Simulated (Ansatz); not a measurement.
Reaction (isomerisation): `COCC[SiH3]` → `C[SiH](C)CO`

Calculated with Ansatz (gas phase, PBE0-D4/def2-TZVP geometries, no zero-point term in ΔE). CCSD(T)/CBS is the MP2 limit (def2-TZVPP, def2-QZVPP) plus CCSD(T) − MP2 in def2-TZVPP, frozen cores. Each species was taken in one conformer, which may not be the lowest.

`COCC[SiH3]`:

```xyz
15

C     1.142   -0.218    2.390
O     1.039    0.450    1.164
C     0.070   -0.124    0.323
C     0.018    0.647   -0.975
Si   -1.239   -0.017   -2.201
H     1.432   -1.270    2.254
H     0.195   -0.191    2.946
H     1.911    0.286    2.977
H     0.318   -1.182    0.136
H    -0.913   -0.110    0.822
H     1.006    0.634   -1.446
H    -0.217    1.695   -0.766
H    -0.932   -1.429   -2.557
H    -1.219    0.801   -3.442
H    -2.611    0.028   -1.624
```

`C[SiH](C)CO`:

Cartesian coordinates in Å:
```
C -1.326 -1.103 -0.220
Si -0.141 0.155 0.510
C 1.337 -0.689 1.291
C 0.441 1.320 -0.865
O -0.626 1.917 -1.596
H -1.676 -1.795 0.550
H -0.845 -1.694 -1.004
H -2.212 -0.624 -0.645
H -0.867 0.953 1.540
H 2.033 0.042 1.709
H 1.880 -1.290 0.557
H 1.025 -1.353 2.101
H 1.008 2.147 -0.427
H 1.140 0.799 -1.539
H -1.170 1.216 -1.961
```

| species | SCS-MP2/def2-TZVPP energy (Eh) |
| --- | --- |
| `COCC[SiH3]` | -484.19430 |
| `C[SiH](C)CO` | -484.22943 |

Work out ΔE.

ΔE = (-484.22943) − (-484.19430) = -0.03513 Eh = -92.2 kJ/mol. CCSD(T)/CBS gives -100.1 kJ/mol.

Largest T1 diagnostic among the species: 0.010.

In def2-TZVPP, CCSD(T) changes the Hartree–Fock value by −17.0 kJ/mol (the triples alone add −1.2 kJ/mol) and MP2 by −23.3 kJ/mol. The D4 term adds −3.4 kJ/mol with B3LYP and −1.9 kJ/mol with PBE0; it sums over pairs of atoms, weighted by their polarisabilities, and B3LYP, whose exchange is more repulsive, gets the larger term.

B3LYP here is the variant with VWN-RPA as its local correlation; programs differ in this.
